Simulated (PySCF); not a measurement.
# Electron correlation in Ru⁻ (ruthenium, charge -1)

[Kr] 4d7 5s2, high-spin 4F determinant. All numbers are calculated (PySCF 2.14, a scalar-relativistic core potential, in def2-TZVPPD with the def2 core potential (28 electrons) (6s4p3d2f1g, 56 functions)). Frozen: 4s2 4p6; 9 electrons correlated.

```json
{"level": "CCSD", "correlation energy (mhartree)": "-223.89"}
{"level": "(T)", "correlation energy (mhartree)": "-10.89"}
{"level": "CCSD(T)", "correlation energy (mhartree)": "-234.78"}
```

Diagnostics: T1 = 0.027, D1 = 0.0960, largest double amplitude 0.105.

Is a single reference adequate?

Mostly. T1 lies below 0.03, but a double amplitude of this size points to a near-degeneracy that CCSD handles and MP2 describes poorly.
